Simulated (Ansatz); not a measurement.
```csv
atom,x (Å),y (Å),z (Å)
H,0.0000,0.0000,-1.2719
Br,0.0000,0.0000,0.0363
```

Basis set: cc-pVTZ (spherical functions). Left uncorrelated: 9 orbitals. Charge 0, multiplicity 1.

Computed with Ansatz (development build ahead of 0.2.0); each method stands on the lowest determinant of its kind that the runs found. Restricted open shells among the atoms or ions are ROHF, correlated in semicanonical orbitals with singles.

The atomization energy at this shape (free ground-state atoms in the same class of orbitals less the molecule, no zero-point energy) of singlet HBr:

| method | atomization energy |
| --- | --- |
| RHF | 64.14 kcal/mol |

What does RHF-MP2 give?

87.83 kcal/mol. Caution: the shape is not the minimum.
